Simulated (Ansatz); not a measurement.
Molecule: sum formula TiOF2, charge 0, multiplicity 1. 
Coordinates optimised at B3LYP-D3(BJ)/def2-TZVP (Ansatz, an electronic-structure program):
SMILES: [O]=[Ti]([F])[F]
```xyz
4

Ti     0.0115    -0.0412    -0.0197
O      1.4904    -0.5662    -0.3560
F     -0.5834    -0.3731     1.6455
F     -0.7694     0.9771    -1.2808
```
Charge 0, spin multiplicity 1.

Property: atomisation energy (electronic, to ground-state atoms), in kcal/mol. Correlated levels leave the core frozen unless marked. UHF or UKS for open shells. No spin-orbit coupling. The frozen core is the preceding noble-gas configuration, with the filled d and f shells of earlier blocks. Non-relativistic. The coupled-cluster limit lacks core correlation, which all-electron functionals hold. CBS(X,Y): correlation extrapolated as X^-3; Hartree-Fock from the larger set. [CCSD(T)-MP2]/basis is that difference in the basis named.

```csv
level,program,atomisation energy (kcal/mol)
HF/def2-QZVPP,Ansatz,241.2
```

### Question
Estimate the value at RI-MP2/CBS(def2-TZVPPD,def2-QZVPPD)+[CCSD(T)-MP2]/def2-TZVPPD as computed with Ansatz.

### Answer
437.7 kcal/mol
